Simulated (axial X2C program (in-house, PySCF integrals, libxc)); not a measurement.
**LiGe⁺ at several levels of theory**

Computed with an in-house all-electron X2C program for linear molecules (integrals from PySCF). Spin-free means the one-electron spin-free X2C Hamiltonian; two-component (2c) means X2C with spin–orbit coupling and atomic mean-field two-electron Coulomb and Gaunt terms, so the difference of the two also holds small scalar two-electron terms. Basis: Ge dyall-cv3z [9s9p7d4f1g], Li dyall-cv3z [7s8p2d] (cores contracted in-house); Gaussian nuclei, density fitting, unrestricted open shells. Masses: Ge 73.921 u, Li 7.016 u.

The run was started with this input:
```json
{"zs": [32, 3], "q": 1, "bas": ["dyall-cv3z", "dyall-cv3z"], "levels": ["PBE0", "HF", "PBE"], "cc": true, "r0": 2.54, "thr": -2.0, "nmax": 90, "npts": 10, "nst": 2, "ntry": 6}
```
```bash
python so2c.py task.json out
```

Keys: zs atomic numbers; q charge; bas basis sets; levels methods; cc coupled cluster on or off; r0 starting distance in Å; thr threshold in hartree for freezing inner shells (an s shell follows its p shell); nmax most natural virtual spinors; npts points on the curve; nst determinants followed; ntry starts of the search. HF also brings MP2.

State, spin-free: M_S = 1, Λ = 1 (beyond evenly filled blocks: σα, π+α); electrons by block: σα: 9, σβ: 8, π+α: 4, π+β: 3, π-α: 3, π-β: 3, δ+α: 1, δ+β: 1, δ-α: 1, δ-β: 1. Fragments: Ge + Li+.

State, 2c: Ω = 2 (⟨Sz⟩ = 1.00, ⟨Lz⟩ = 1.00 at PBE0); electrons by block: 1/2: 12, -1/2: 11, 3/2: 5, -3/2: 4, 5/2: 1, -5/2: 1. Fragments: Ge + Li+.

| Hamiltonian | level | Re (Å) | ωe (cm⁻¹) | De (eV) | D0 (eV) | μ (D) |
| --- | --- | --- | --- | --- | --- | --- |
| spin-free | PBE0 | 2.823 | 236.0 | 0.788 | 0.773 | 8.86 |
| spin-free | HF | 2.859 | 236.7 | 0.682 | 0.667 | 9.23 |
| spin-free | MP2 | 2.846 | 235.2 | 0.718 | 0.703 | n/a |
| spin-free | CCSD | 2.844 | 236.6 | 0.721 | 0.706 | n/a |
| spin-free | CCSD(T) | 2.845 | 236.3 | 0.724 | 0.709 | n/a |
| spin-free | PBE | 2.847 | 227.0 | 0.810 | 0.796 | 8.81 |
| 2c | PBE0 | 2.823 | 236.2 | n/a | n/a | 8.85 |
| 2c | HF | 2.859 | 236.7 | n/a | n/a | 9.23 |
| 2c | MP2 | 2.846 | 235.0 | n/a | n/a | n/a |
| 2c | CCSD | 2.844 | 236.5 | n/a | n/a | n/a |
| 2c | CCSD(T) | 2.845 | 236.1 | n/a | n/a | n/a |
| 2c | PBE | 2.846 | 227.3 | n/a | n/a | 8.80 |

Correlated methods: 14 electrons correlated (number of frozen shells: Ge 3 s, 2 p; Li 1 s), 210 virtual spin orbitals or spinors in MP2, 90 natural virtuals in coupled cluster.

Dipoles are positive if Li is the positive end and refer to the centre of mass.

One determinant describes the state; a PBE0 search over occupations chose it and may have missed a lower one. De is counted from the lowest determinant-based energies of the atoms at the same level, without counterpoise correction. De is not given where an atomic determinant may have missed its ground term or J level, or where the truncated virtual space spoils (T). Density functionals use the spin component along the axis (collinear). Coupled cluster ran in a truncated set of natural virtual spinors; the MP2 energy of the rest was added. (T) has no such correction and the atoms are truncated less, which lowers De at CCSD(T) by a hundredth of an eV or more. PBE0 can misorder states that lie within some tenths of an eV, so this need not be the ground state of the molecule. The nearest other spin-free determinant of the search, M_S = 0, Λ = 1, lies 0.31 eV up at the distance of the search. Without a current term, density functionals place determinants with orbital angular momentum somewhat too high. The atomic limit has a lower orbital projection than the molecule and lies lower at mean-field level, so De may be about a tenth of an eV too small. With several unpaired electrons one determinant need not be a pure state. Open-shell Ω = 0 determinants with evenly filled partner blocks cannot be reached by this program, so the Ω shown need not be the lowest component. At some level and bond length an empty orbital lies below a filled one.

Rough cost a point (2c) on 1 thread(s) of a shared host, integrals apart: PBE0 0.3 s, HF 0.16 s, CCSD(T) 7 s, PBE 0.22 s.

The whole task took 2.9 min on 1 thread of INTEL(R) XEON(R) PLATINUM 8581C CPU @ 2.30GHz (Emerald Rapids), on a shared host.
